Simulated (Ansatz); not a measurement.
```yaml
crystal:
  periodic: [false, false, false]
  atoms:
    - {symbol: C, position_ang: [-0.438180, 0.699013, -0.085395]}
    - {symbol: C, position_ang: [0.609886, 0.847070, 0.594105]}
    - {symbol: S, position_ang: [1.524689, -0.548016, 0.582511]}
    - {symbol: Si, position_ang: [-0.305094, -1.045264, -0.354882]}
    - {symbol: H, position_ang: [-1.237941, 1.414350, -0.193825]}
    - {symbol: H, position_ang: [0.764165, 1.895271, 1.021400]}
    - {symbol: H, position_ang: [-0.838816, -2.109538, 0.313960]}
    - {symbol: H, position_ang: [0.097898, -1.560771, -1.895364]}
basis:
  gaussian: {orbitals: STO-3G}
hamiltonian: {xc: {name: HF}}
correlation: {method: mp2, frozen_orbitals: {C: 9}}
output: {forces: true}
```

```sh
$ ansatz run in.yaml --threads 2 --pin off --events-out ev --progress --plain --max-ram 4352MiB
```

Task: How does Ansatz answer? (An estimate is asked.)

Result: The calculation gave: The program refused the input.
```
Functional definition: HF
Error: "frozen_orbitals" has no count for S
```
